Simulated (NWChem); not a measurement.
System: ZrHOCl2 cation; SMILES [OH][Zr+]([Cl])[Cl]

The following NWChem deck was run.

```
start job
memory heap 200 mb stack 900 mb global 1100 mb
charge 1
geometry units angstroms noautoz
  Zr     0.297928     0.000508    -0.302139
  Cl    -0.910260     1.864740     0.191818
  Cl    -0.907687    -1.865072     0.192994
  O      1.861626     0.001950     0.670551
  H      2.577424     0.001188     1.323512
end
basis spherical
  Zr library sto-3g
  Cl library sto-3g
  O library sto-3g
  H library sto-3g
end
dft
  xc hfexch
  iterations 150
  mulliken
end
task dft energy
```

NWChem printed, in part:

```
             Northwest Computational Chemistry Package (NWChem) 7.3.0
             --------------------------------------------------------

 CS  symmetry detected

                             Geometry "geometry" -> ""
                             -------------------------

 Output coordinates in angstroms (scale by  1.889725989 to convert to a.u.)

  No.       Tag          Charge          X              Y              Z
 ---- ---------------- ---------- -------------- -------------- --------------
    1 Zr                  40.0000     0.30721077    -0.32468360     0.00000000
    2 Cl                  17.0000    -0.88531987     0.20357496     1.86490654
    3 Cl                  17.0000    -0.88531987     0.20357496    -1.86490654
    4 O                    8.0000     1.89762052     0.60368926     0.00000000
    5 H                    1.0000     2.63148062     1.23628123     0.00000000

 Effective nuclear repulsion energy (a.u.)     508.1619115192

      Symmetry information
      --------------------

 Group name             Cs
 Group number              2
 Group order               2
 No. of unique centers     4

  xc_inp: hfexch multiplicative factor not found.

                                 NWChem DFT Module
                                 -----------------

 Summary of "ao basis" -> "ao basis" (spherical)
 ------------------------------------------------------------------------------
       Tag                 Description            Shells   Functions and Types
 ---------------- ------------------------------  ------  ---------------------
 Zr                          sto-3g                 11       27   5s4p2d
 Cl                          sto-3g                  5        9   3s2p
 O                           sto-3g                  3        5   2s1p
 H                           sto-3g                  1        1   1s

      Symmetry analysis of basis
      --------------------------

        a'         33
        a"         18

            General Information
            -------------------
          SCF calculation type: DFT
          Wavefunction type:  closed shell.
          No. of atoms     :     5
          No. of electrons :    82
           Alpha electrons :    41
            Beta electrons :    41
          Charge           :     1
          Spin multiplicity:     1
          Use of symmetry is: on ; symmetry adaption is: on
          Maximum number of iterations: 150
          AO basis - number of functions:    51
                     number of shells:    25
          Convergence on energy requested:  1.00D-06
          Convergence on density requested:  1.00D-05
          Convergence on gradient requested:  5.00D-04

              XC Information
              --------------
                     Hartree-Fock (Exact) Exchange  1.000

      Superposition of Atomic Density Guess
      -------------------------------------

 Sum of atomic energies:       -4486.04796526

 Renormalizing density from      83.00 to     82

      Non-variational initial energy
      ------------------------------

 Total energy =   -4452.766366
 1-e energy   =   -7148.085411
 2-e energy   =    2187.157134
 HOMO         =      -0.579606
 LUMO         =      -0.158666

      Symmetry analysis of molecular orbitals - initial
      -------------------------------------------------

  Numbering of irreducible representations:

     1 a'          2 a"

  Orbital symmetries:

     1 a'          2 a"          3 a'          4 a'          5 a"
     6 a'          7 a'          8 a'          9 a'         10 a"
    11 a'         12 a'         13 a'         14 a"         15 a'
    16 a"         17 a'         18 a"         19 a'         20 a"
    21 a'         22 a"         23 a"         24 a'         25 a'
    26 a'         27 a'         28 a"         29 a'         30 a'
    31 a'         32 a"         33 a'         34 a'         35 a"
    36 a'         37 a"         38 a'         39 a"         40 a'
    41 a"         42 a'         43 a"         44 a'         45 a'
    46 a"         47 a'         48 a'         49 a'         50 a"
    51 a'

     ---------------------------------------------
      Total Density - Mulliken Population Analysis
     ---------------------------------------------

    Atom       Charge   Shell Charges
 -----------   ------   -------------------------------------------------------
    1 Zr  40    37.71   2.00  2.00  6.00  1.99  5.97  2.10  5.86  0.31  0.40  9.98  1.10
    2 Cl  17    17.52   2.00  2.00  5.99  1.99  5.55
    3 Cl  17    17.52   2.00  2.00  5.99  1.99  5.55
    4 O    8     8.69   2.00  1.78  4.92
    5 H    1     0.54   0.54

   convergence    iter        energy       DeltaE   RMS-Dens  Diis-err
 ---------------- ----- ----------------- --------- --------- ---------
 d= 0,ls=0.0,diis     1  -4486.6591881362 -4.99D+03  2.44D-02  6.63D-01
 d= 0,ls=0.0,diis     2  -4486.7645697184 -1.05D-01  8.66D-03  1.49D-01
 d= 0,ls=0.0,diis     3  -4486.7869266137 -2.24D-02  1.94D-03  6.99D-03
 d= 0,ls=0.0,diis     4  -4486.7883309075 -1.40D-03  6.80D-04  2.62D-04
 d= 0,ls=0.0,diis     5  -4486.7884321035 -1.01D-04  2.72D-04  2.99D-05
  Resetting Diis
 d= 0,ls=0.0,diis     6  -4486.7884439039 -1.18D-05  6.75D-05  1.44D-06
 d= 0,ls=0.0,diis     7  -4486.7884446969 -7.93D-07  8.80D-06  6.98D-08

         Total DFT energy =    -4486.788444696911
      One electron energy =    -7210.507177015977
           Coulomb energy =     2390.304485475009
    Exchange-Corr. energy =     -174.747664675172
 Nuclear repulsion energy =      508.161911519229

 Numeric. integr. density =        0.000000000000

                  Occupations of the irreducible representations
                  ----------------------------------------------

                     irrep           alpha         beta
                     --------     --------     --------
                     a'               26.0         26.0
                     a"               15.0         15.0

[...]
```

Level: Hartree-Fock/STO-3G, non-relativistic. Coordinates come from a PBE0/def2-SVP (def2 core potentials past Kr) optimisation. This spin state was assumed; another may lie lower.
